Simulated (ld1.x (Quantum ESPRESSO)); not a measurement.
**What one change does to a pseudopotential (Sc (Z = 21), ultrasoft)**

ld1.x (Quantum ESPRESSO) 7.5 input, shortened:

```
&input
   title='Sc', zed=21., rel=1, dft='PBE', iswitch=3,
   config='[Ar] 3d1 4s1 4p1'
 /
 &inputp
   pseudotype=3, tm=.true., lloc=-1, rcloc=1.30,
   nlcc=.true., new_core_ps=.true., rcore=1.45,
   which_augfun='PSQ', rmatch_augfun_nc=.true.
 /
6
3S  1  0   2.00   0.00  1.40  1.80  0.0
4S  2  0   1.00   0.00  1.40  1.80  0.0
3P  2  1   6.00   0.00  2.40  2.60  0.0
4P  3  1   1.00   0.00  2.40  2.60  0.0
3D  3  2   1.00   0.00  1.20  1.40  0.0
3D  3  2   0.00   0.35  1.20  1.40  0.0
 &test
   configts(1)='3s2 3p6 3d1 4s1 4p1'
 /
```

All-electron outer shells of the reference configuration (PBE, scalar-relativistic, ld1.x):

| shell | level (eV) | outermost node (bohr) | outermost maximum (bohr) |
| --- | --- | --- | --- |
| 2s | -475.60 | 0.10 | 0.28 |
| 2p | -389.54 | – | 0.23 |
| 3s | -56.33 | 0.42 | 0.92 |
| 3p | -34.91 | 0.39 | 0.97 |
| 4s | -4.87 | 1.32 | 3.06 |
| 3d | -4.37 | – | 1.10 |
| 4p | -2.03 | 1.49 | 3.98 |

Change: local potential all-electron potential smoothed inside 2.32 bohr (lloc = -1).

Cutoffs: the cutoffs (Ry, on a coarse ladder) from which the occupation-weighted sum of valence levels, in a spherical-Bessel basis at the reference potential, stays within 10 and 1 mRy of its value at 400 Ry; they do not see the model core or the augmentation charge, which bear on the density cutoff. Errors are all-electron minus pseudo energies relative to the spin-unpolarised reference configuration.

Q: What does the change do?

A: The potential gets neither clearly harder nor softer (45 Ry and 55 Ry → 45 Ry and 55 Ry); the number of tests that count goes from 7 to 6; of the 6 tests that both files solve, the error grows in 3 and shrinks in 0 by more than 15 % and 0.3 meV (median size 4.6 → 5.4 meV); the range in which the p phases agree narrows (upper end 2.8 → 0.6); neither file shows a bound ghost at the reference potential, the only one tested. The local part now departs from the all-electron potential out to 2.32 bohr, far beyond the d radius of 1.40 bohr, and whatever the projectors do not describe feels it: the likely cause.

| quantity | base | changed |
| --- | --- | --- |
| cutoff, loose | 45 Ry | 45 Ry |
| cutoff, tight | 55 Ry | 55 Ry |
| bound ghosts | none | none |
| tests counted (converged, no solver errors) | 7 of 7 | 6 of 7 |
| error for 3s2 3p6 3d1 4s2 4p0, meV [ΔE -2.78 eV] | -0.5 | -0.5 |
| error for 3s2 3p6 3d1 4s1 4p0, meV [ΔE 4.12 eV] | -0.2 | -0.2 |
| error for 3s2 3p6 3d1 4s0 4p0, meV [ΔE 16.89 eV] | -4.7 | -4.8 |
| error for 3s2 3p6 3d0 4s2 4p0, meV [ΔE 5.60 eV] | -43 | -60 |
| error for 3s2 3p6 3d2 4s1 4p0, meV [ΔE -1.11 eV] | -4.4 | -6.1 |
| error for 3s2 3p6 3d2 4s0 4p0, meV [ΔE 4.80 eV] | -9.3 | -14 |
| s: phases at 2.86 bohr within 0.05 rad from the reference energy up to (Ry; the scan ends near 5) | 4.7 | 4.2 |
| p: phases at 2.86 bohr within 0.05 rad from the reference energy up to (Ry; the scan ends near 5) | 2.8 | 0.6 |
| d: phases at 2.86 bohr within 0.05 rad from the reference energy up to (Ry; the scan ends near 5) | to the end of the scan | to the end of the scan |
| lowest overlap eigenvalue by channel | s 0.06, p 0.73, d 0.95 | s 0.14, p 0.82, d 0.99 |

Changed file: Tests not counted: 3s2 3p6 3d1 4s0 4p1 (solver errors, printed error -2.4 eV).
